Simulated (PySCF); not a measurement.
Al(H)(OH)(tBu), C4H11AlO, SMILES C[C](C)(C)[AlH][OH] (GFN2-xTB optimised geometry):

```
17

Al    -1.095     0.036     0.000
H     -1.788     1.404     0.000
O     -2.059    -1.291     0.003
H     -2.634    -2.044     0.003
C      0.946     0.036     0.000
C      1.327     1.520    -0.037
C      1.538    -0.609     1.262
C      1.543    -0.675    -1.223
H      2.410     1.654    -0.019
H      0.901     2.044     0.820
H      0.936     1.991    -0.941
H      1.205    -0.083     2.156
H      1.223    -1.650     1.343
H      2.630    -0.585     1.236
H      1.230    -1.719    -1.248
H      1.212    -0.199    -2.146
H      2.634    -0.648    -1.194
```

Computed with PBE0/def2-SVP (PySCF).

Problem. What are the frontier orbital energies and the dipole moment?

Solution. HOMO-2 -8.92 eV, HOMO-1 -8.87 eV, HOMO -6.65 eV, LUMO -0.27 eV, LUMO+1 0.64 eV; dipole moment 1.47 D.

Meta-Löwdin charges at PBE0/def2-SVP: Al1 0.82, H2 -0.18, O3 -0.72, H4 0.35, C5 -0.19, C6 -0.29, C7 -0.29, C8 -0.29, H9 0.09, H10 0.09, H11 0.09, H12 0.09, H13 0.09, H14 0.09, H15 0.09, H16 0.09, H17 0.09.
